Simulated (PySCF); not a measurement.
## Basis-set dependence of population analyses: `C#CC(=C)C(F)F`

Compound: C5H4F2.
Geometry (PBE0-D3(BJ)/def2-SVP, Å), atoms numbered from 1 in this order:
```
atom  x, y, z in Å
C1     2.0523   -1.4160    0.0447
C2     1.1352   -0.6261   -0.0340
C3     0.0256    0.2650   -0.1371
C4     0.1518    1.5879   -0.3142
C5    -1.3362   -0.3860   -0.0440
F6    -2.3152    0.5363   -0.1238
F7    -1.4615   -1.0271    1.1375
H8     2.8732   -2.1048    0.1213
H9     1.1364    2.0529   -0.3835
H10   -0.7355    2.2182   -0.3935
H11   -1.4884   -1.1264   -0.8497
```

PBE0 throughout (PySCF), one geometry, spherical d and f functions. The structure is a single PBE0-D3(BJ)/def2-SVP conformer in the gas phase; no vibrational or solvent corrections. Atoms taken as equivalent share a column and are averaged. The first 7 of 10 kinds of atom are listed.

Mulliken charges (e):

```tsv
basis	functions	C1	C2	C3	C4	C5	F6/F7	H8
STO-3G	39	-0.126	-0.043	-0.033	-0.149	+0.160	-0.106	+0.125
6-31G	71	-0.468	+0.064	+0.013	-0.298	+0.423	-0.300	+0.297
pcSseg-0	71	-0.266	-0.060	-0.295	-0.281	+0.584	-0.354	+0.289
6-31G*	106	-0.538	+0.296	-0.082	-0.381	+0.514	-0.311	+0.252
cc-pVDZ	118	-0.437	+0.554	-0.433	+0.077	+0.465	-0.194	+0.016
def2-SVP	118	-0.386	+0.325	-0.271	+0.010	+0.529	-0.220	+0.057
aug-cc-pVDZ	197	+0.627	-0.062	+0.295	+0.688	+1.204	-0.466	-0.627
6-311+G(2d,p)	213	-1.120	+0.967	+0.264	-0.407	+0.196	-0.263	+0.166
def2-TZVP	241	-0.098	+0.047	-0.160	-0.271	+0.267	-0.184	+0.186
cc-pVTZ	266	-0.237	+0.080	-0.089	-0.253	+0.403	-0.181	+0.152
IGLO-III	285	-0.139	-0.120	+0.177	-0.290	+0.279	-0.223	+0.158
pcSseg-2	308	-0.132	-0.009	-0.048	-0.101	+0.570	-0.268	+0.073
```

IAO charges (e):

```csv
basis,functions,C1,C2,C3,C4,C5,F6/F7,H8
STO-3G,39,-0.147,-0.043,-0.077,-0.231,+0.194,-0.133,+0.165
6-31G,71,-0.203,-0.037,-0.043,-0.272,+0.393,-0.278,+0.208
pcSseg-0,71,-0.193,-0.036,-0.062,-0.252,+0.399,-0.273,+0.199
6-31G*,106,-0.202,-0.037,-0.048,-0.262,+0.452,-0.290,+0.202
cc-pVDZ,118,-0.210,-0.034,-0.046,-0.267,+0.449,-0.289,+0.206
def2-SVP,118,-0.202,-0.033,-0.048,-0.256,+0.451,-0.291,+0.199
aug-cc-pVDZ,197,-0.217,-0.033,-0.044,-0.273,+0.453,-0.299,+0.211
"6-311+G(2d,p)",213,-0.217,-0.032,-0.045,-0.272,+0.453,-0.300,+0.211
def2-TZVP,241,-0.217,-0.032,-0.045,-0.273,+0.460,-0.300,+0.211
cc-pVTZ,266,-0.217,-0.032,-0.045,-0.274,+0.458,-0.299,+0.211
IGLO-III,285,-0.218,-0.033,-0.045,-0.273,+0.456,-0.300,+0.212
pcSseg-2,308,-0.216,-0.033,-0.046,-0.272,+0.459,-0.301,+0.211
```

Hirshfeld charges (e):

| basis | functions | C1 | C2 | C3 | C4 | C5 | F6/F7 | H8 |
| --- | --- | --- | --- | --- | --- | --- | --- | --- |
| STO-3G | 39 | -0.086 | -0.061 | -0.002 | -0.040 | +0.172 | -0.074 | +0.082 |
| 6-31G | 71 | -0.099 | -0.053 | -0.004 | -0.067 | +0.159 | -0.104 | +0.105 |
| pcSseg-0 | 71 | -0.093 | -0.055 | -0.007 | -0.063 | +0.155 | -0.098 | +0.101 |
| 6-31G* | 106 | -0.103 | -0.053 | -0.004 | -0.068 | +0.153 | -0.095 | +0.105 |
| cc-pVDZ | 118 | -0.099 | -0.051 | -0.010 | -0.069 | +0.143 | -0.085 | +0.102 |
| def2-SVP | 118 | -0.097 | -0.049 | -0.010 | -0.070 | +0.148 | -0.091 | +0.100 |
| aug-cc-pVDZ | 197 | -0.093 | -0.049 | -0.018 | -0.072 | +0.144 | -0.094 | +0.102 |
| 6-311+G(2d,p) | 213 | -0.093 | -0.053 | -0.021 | -0.066 | +0.147 | -0.096 | +0.102 |
| def2-TZVP | 241 | -0.096 | -0.050 | -0.015 | -0.070 | +0.144 | -0.094 | +0.101 |
| cc-pVTZ | 266 | -0.097 | -0.048 | -0.013 | -0.071 | +0.144 | -0.091 | +0.101 |
| IGLO-III | 285 | -0.094 | -0.050 | -0.017 | -0.071 | +0.143 | -0.094 | +0.101 |
| pcSseg-2 | 308 | -0.094 | -0.048 | -0.015 | -0.072 | +0.143 | -0.095 | +0.101 |

Some averages cover members that differ in this geometry, most widely: F6/F7, Mulliken in 6-311+G(2d,p) -0.284 to -0.241; F6/F7, Mulliken in aug-cc-pVDZ -0.480 to -0.451 e.

Q: Which scheme is steadiest as the basis changes?

A: Largest range over the bases for any column: Hirshfeld 0.03 e, IAO 0.27 e, Mulliken 1.75 e. Hirshfeld charges move least and Mulliken charges most, counted in e. Without the minimal STO-3G basis the ranges are Hirshfeld 0.02, IAO 0.07, Mulliken 1.75 e.

Q: How much do the charges still move between the two largest bases, IGLO-III and pcSseg-2?

A: At most, over all atoms: Mulliken 0.291 e, IAO 0.003 e, Hirshfeld 0.002 e.

Q: What do the same runs give for the total energy, the frontier levels and the dipole moment?

A: 
```tsv
basis	energy (Eh)	HOMO (eV)	LUMO (eV)	μ (D)
STO-3G	-386.8619	-5.38	1.81	0.89
6-31G	-392.0041	-7.37	-1.04	2.20
pcSseg-0	-391.2188	-7.68	-1.31	2.21
6-31G*	-392.0899	-7.21	-0.95	1.73
cc-pVDZ	-392.1236	-7.39	-1.17	1.75
def2-SVP	-391.8092	-7.48	-1.26	1.83
aug-cc-pVDZ	-392.1520	-7.56	-1.48	1.92
6-311+G(2d,p)	-392.2235	-7.58	-1.50	1.96
def2-TZVP	-392.2615	-7.55	-1.42	1.87
cc-pVTZ	-392.2447	-7.51	-1.36	1.82
IGLO-III	-392.2672	-7.56	-1.48	1.91
pcSseg-2	-392.2597	-7.58	-1.48	1.95
```

The dipole is fixed by the density alone, so its range of 1.32 D shows that the density itself changes with the basis, not only its division among atoms.
